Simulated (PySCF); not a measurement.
H3B3Cl2N3 (SMILES ClB1N[B]NB(Cl)N1), doublet, at a GFN2-xTB geometry; MP2/pcseg-0 in PySCF.

Here is a job for PySCF.
```python
from pyscf import gto, scf, mp

mol = gto.Mole()
mol.atom = '''
    Cl   -2.71204002    0.84832405    0.36775443
    B    -1.23649701    0.00758088    0.00862503
    N    -1.25450491   -1.29865135   -0.53916609
    B    -0.06209917   -2.00627972   -0.84121649
    N     1.17225288   -1.35872038   -0.57504790
    B     1.23507269   -0.05359738   -0.02791937
    Cl    2.76036263    0.71286680    0.28683999
    N     0.01913369    0.61816499    0.25919147
    H    -2.15327323   -1.72472159   -0.71391382
    H     2.04328945   -1.82859824   -0.77596381
    H     0.04794538    1.54900360    0.64948440
'''
mol.basis = 'pcseg-0'
mol.spin = 1
mol.verbose = 4
mol.build()

mf = scf.UHF(mol)
mf.kernel()

pt = mp.MP2(mf, frozen=16)
pt.kernel()
print('E(MP2) = %.10f' % pt.e_tot)
mf.analyze()
```

The log (banner, timings and long lists left out):

```
PySCF version 2.14.0

[INPUT] verbose = 4
[INPUT] num. atoms = 11
[INPUT] num. electrons = 73
[INPUT] charge = 0
[INPUT] spin (= nelec alpha-beta = 2S) = 1
[INPUT] symmetry False subgroup None
[INPUT] Mole.unit = angstrom
[INPUT] Symbol           X                Y                Z      unit          X                Y                Z       unit  Magmom
[...]
nuclear repulsion = 432.66519085937
number of shells = 19
number of NR pGTOs = 153
number of NR cGTOs = 86
basis = pcseg-0
ecp = {}

******** <class 'pyscf.scf.uhf.UHF'> ********
method = UHF
initial guess = minao
damping factor = 0
level_shift factor = 0
DIIS = <class 'pyscf.scf.diis.CDIIS'>
diis_start_cycle = 1
diis_space = 8
diis_damp = 0
SCF conv_tol = 1e-09
SCF conv_tol_grad = None
SCF max_cycles = 50
direct_scf = True
direct_scf_tol = 1e-13
number electrons alpha = 37  beta = 36
Set gradient conv threshold to 3.16228e-05
init E= -1158.58156183699

cycle= 1 E= -1156.5557841881  delta_E= 2.03  |g|= 0.345  |ddm|= 2.64
cycle= 2 E= -1156.65568877935  delta_E= -0.0999  |g|= 0.106  |ddm|= 0.754
cycle= 3 E= -1156.66523587415  delta_E= -0.00955  |g|= 0.0385  |ddm|= 0.269
cycle= 4 E= -1156.66685317251  delta_E= -0.00162  |g|= 0.012  |ddm|= 0.106
cycle= 5 E= -1156.66706469406  delta_E= -0.000212  |g|= 0.00597  |ddm|= 0.043
cycle= 6 E= -1156.66711308793  delta_E= -4.84e-05  |g|= 0.00252  |ddm|= 0.0185
cycle= 7 E= -1156.66712406726  delta_E= -1.1e-05  |g|= 0.00099  |ddm|= 0.00734
cycle= 8 E= -1156.66712616347  delta_E= -2.1e-06  |g|= 0.000452  |ddm|= 0.00286
cycle= 9 E= -1156.66712662781  delta_E= -4.64e-07  |g|= 0.000215  |ddm|= 0.00142
cycle= 10 E= -1156.66712672002  delta_E= -9.22e-08  |g|= 7.71e-05  |ddm|= 0.000613
cycle= 11 E= -1156.66712673128  delta_E= -1.13e-08  |g|= 2.24e-05  |ddm|= 0.000235
cycle= 12 E= -1156.66712673215  delta_E= -8.74e-10  |g|= 8.37e-06  |ddm|= 7.59e-05
Extra cycle  E= -1156.66712673224  delta_E= -8.55e-11  |g|= 5.32e-06  |ddm|= 1.31e-05
converged SCF energy = -1156.66712673224  <S^2> = 0.75374501  2S+1 = 2.0037415

******** <class 'pyscf.mp.ump2.UMP2'> ********
nocc = (np.int64(21), np.int64(20)), nmo = (70, 70)
frozen orbitals 16
E(UMP2) = -1157.19613959832  E_corr = -0.52901286608637
E(SCS-UMP2) = -1157.18376891131  E_corr = -0.516642179073517
E_corr(same-spin) = -0.136353761803994
E_corr(oppo-spin) = -0.392659104282377
E(MP2) = -1157.1961395983
**** SCF Summaries ****
Total Energy =                       -1156.667126732235829
Nuclear Repulsion Energy =             432.665190859370284
One-electron Energy =                -2452.402165379191501
Two-electron Energy =                  863.069847787585445
Two-electron Coulomb Energy =          950.784571332089286
DFT Exchange-Correlation Energy =      -87.714723544503840
**** MO energy ****
                             alpha | beta                alpha | beta
[...]
To work with the spin densities directly, `use mulliken_meta_spin()` only printing them here.

 ** Mulliken spin pop alpha/beta on meta-lowdin orthogonal AOs **
 ** Mulliken Spin Density (per AO)  **
spin_pop of  0 Cl 1s        0.00000
spin_pop of  0 Cl 2s        0.00000
spin_pop of  0 Cl 3s        0.00002
spin_pop of  0 Cl 4s       -0.00000
spin_pop of  0 Cl 2px       0.00000
spin_pop of  0 Cl 2py       0.00000
spin_pop of  0 Cl 2pz       0.00000
spin_pop of  0 Cl 3px      -0.00014
spin_pop of  0 Cl 3py       0.00129
spin_pop of  0 Cl 3pz       0.00015
spin_pop of  0 Cl 4px       0.00000
spin_pop of  0 Cl 4py       0.00004
spin_pop of  0 Cl 4pz       0.00001
spin_pop of  1 B 1s        0.00000
spin_pop of  1 B 2s        0.00938
spin_pop of  1 B 3s        0.00047
spin_pop of  1 B 2px       0.00049
spin_pop of  1 B 2py       0.00972
spin_pop of  1 B 2pz       0.00491
spin_pop of  1 B 3px       0.00022
spin_pop of  1 B 3py       0.00018
spin_pop of  1 B 3pz       0.00005
spin_pop of  2 N 1s        0.00000
spin_pop of  2 N 2s       -0.00201
spin_pop of  2 N 3s        0.00004
spin_pop of  2 N 2px      -0.00427
spin_pop of  2 N 2py      -0.00211
spin_pop of  2 N 2pz      -0.01734
spin_pop of  2 N 3px      -0.00004
spin_pop of  2 N 3py       0.00005
spin_pop of  2 N 3pz      -0.00010
spin_pop of  3 B 1s        0.00005
spin_pop of  3 B 2s        0.31670
spin_pop of  3 B 3s        0.00584
spin_pop of  3 B 2px       0.01454
spin_pop of  3 B 2py       0.52954
spin_pop of  3 B 2pz       0.12608
spin_pop of  3 B 3px      -0.00035
spin_pop of  3 B 3py       0.00244
spin_pop of  3 B 3pz       0.00043
spin_pop of  4 N 1s        0.00000
spin_pop of  4 N 2s       -0.00201
spin_pop of  4 N 3s        0.00004
spin_pop of  4 N 2px      -0.00409
spin_pop of  4 N 2py      -0.00226
spin_pop of  4 N 2pz      -0.01738
spin_pop of  4 N 3px      -0.00004
spin_pop of  4 N 3py       0.00004
spin_pop of  4 N 3pz      -0.00010
spin_pop of  5 B 1s        0.00000
spin_pop of  5 B 2s        0.00938
spin_pop of  5 B 3s        0.00047
spin_pop of  5 B 2px       0.00035
spin_pop of  5 B 2py       0.00982
spin_pop of  5 B 2pz       0.00494
spin_pop of  5 B 3px       0.00023
spin_pop of  5 B 3py       0.00018
spin_pop of  5 B 3pz       0.00005
spin_pop of  6 Cl 1s        0.00000
spin_pop of  6 Cl 2s        0.00000
spin_pop of  6 Cl 3s        0.00002
spin_pop of  6 Cl 4s       -0.00000
spin_pop of  6 Cl 2px       0.00000
spin_pop of  6 Cl 2py       0.00000
spin_pop of  6 Cl 2pz       0.00000
spin_pop of  6 Cl 3px      -0.00008
spin_pop of  6 Cl 3py       0.00124
spin_pop of  6 Cl 3pz       0.00013
spin_pop of  6 Cl 4px      -0.00000
spin_pop of  6 Cl 4py       0.00004
spin_pop of  6 Cl 4pz       0.00001
spin_pop of  7 N 1s        0.00000
spin_pop of  7 N 2s       -0.00086
spin_pop of  7 N 3s       -0.00000
spin_pop of  7 N 2px      -0.00098
spin_pop of  7 N 2py      -0.00141
spin_pop of  7 N 2pz      -0.00533
spin_pop of  7 N 3px      -0.00000
spin_pop of  7 N 3py       0.00002
spin_pop of  7 N 3pz      -0.00004
spin_pop of  8 H 1s        0.00488
spin_pop of  8 H 2s        0.00029
spin_pop of  9 H 1s        0.00488
spin_pop of  9 H 2s        0.00029
spin_pop of  10 H 1s        0.00093
spin_pop of  10 H 2s        0.00010
 ** Mulliken Spin Density (per atom)  **
spin density of  0 Cl =      0.00136
spin density of  1 B =      0.02542
spin density of  2 N =     -0.02579
spin density of  3 B =      0.99527
spin density of  4 N =     -0.02579
spin density of  5 B =      0.02542
spin density of  6 Cl =      0.00136
spin density of  7 N =     -0.00860
spin density of  8 H =      0.00516
spin density of  9 H =      0.00516
spin density of  10 H =      0.00103
 ** Mulliken pop alpha/beta on meta-lowdin orthogonal AOs **
 ** Mulliken pop       alpha | beta **
In total            37.00000 | 36.00000
 ** Mulliken atomic charges   ( Nelec_alpha | Nelec_beta ) **
charge of  0Cl =     -0.16029  (     8.58082      8.57946 )
charge of  1B =      0.34244  (     2.34149      2.31607 )
charge of  2N =     -0.43766  (     3.70593      3.73172 )
charge of  3B =      0.21518  (     2.89005      1.89478 )
charge of  4N =     -0.43766  (     3.70593      3.73172 )
charge of  5B =      0.34244  (     2.34149      2.31607 )
charge of  6Cl =     -0.16029  (     8.58082      8.57946 )
charge of  7N =     -0.44517  (     3.71829      3.72689 )
charge of  8H =      0.24666  (     0.37925      0.37409 )
charge of  9H =      0.24666  (     0.37925      0.37409 )
charge of  10H =      0.24767  (     0.37668      0.37565 )
Dipole moment(X, Y, Z, Debye): -0.04837, -1.56260, -0.65519
```
